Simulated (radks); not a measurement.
Spherical jellium clusters: N electrons in a uniform positive sphere of charge N and radius rs N^(1/3), rs = 5.34 bohr. Method: non-relativistic Kohn-Sham, PBEsol, spin-polarised, spherical densities; computed with a radial shooting solver with Libxc functionals. Levels are named by radial order and angular momentum (1s, 1p, 1d, 2s, ...), and open shells are averaged over m. Each electron was tried in the lowest free levels, single moves between levels near the top were tried too, and the lowest total energy was kept; such a search can miss a lower state. The series stops at N = 9: beyond it a trial failed or the search could not be trusted, so later rows were left out. Energies include the self-energy of the background; IP and EA are vertical (highest electron removed, lowest free level filled), at fixed background; spill-out counts the electrons outside the background radius R, and alpha is the static dipole polarisability from linear response (closed shells only). A dash means not computed or, for alpha, an open shell; in EA it means that no bound solution was reached, which is typical of self-interaction and does not show that the anion is unstable. Real open-shell clusters deform, which this model forbids.

| N | open shells | 2S | E/N (eV) | E(N+1) + E(N-1) - 2E(N) (eV) | IP (eV) | EA (eV) | -e(HOMO) (eV) | spill-out (e) |
|---|---|---|---|---|---|---|---|---|
| 1 | 1s(up 1, down 0) | 1 | -1.407 | - | - | - | 2.502 | 0.28 |
| 2 | none | 0 | -1.634 | 0.588 | 4.132 | - | 2.520 | 0.42 |
| 3 | 1p(up 1, down 0) | 1 | -1.513 | -0.466 | 3.260 | - | 1.907 | 0.65 |
| 4 | 1p(up 2, down 0) | 2 | -1.570 | -0.283 | 3.607 | - | 2.251 | 0.78 |
| 5 | 1p(up 3, down 0) | 3 | -1.660 | 0.342 | 3.773 | - | 2.460 | 0.88 |
| 6 | 1p(up 3, down 1) | 2 | -1.664 | -0.293 | 3.336 | - | 2.191 | 0.99 |
| 7 | 1p(up 3, down 2) | 1 | -1.708 | -0.184 | 3.567 | 1.308 | 2.411 | 1.09 |
| 8 | none | 0 | -1.764 | 0.699 | 3.693 | - | 2.556 | 1.17 |
| 9 | 1d(up 1, down 0) | 1 | -1.730 | - | 2.944 | - | 1.904 | 1.30 |

All shells are closed at N = 2, 8 (there: 1s2 1p6); the second difference of the energy has clear peaks (12 % above both neighbours; the first and last values, which can be the largest, are not judged, and half-filled shells can peak too) at N = 5.
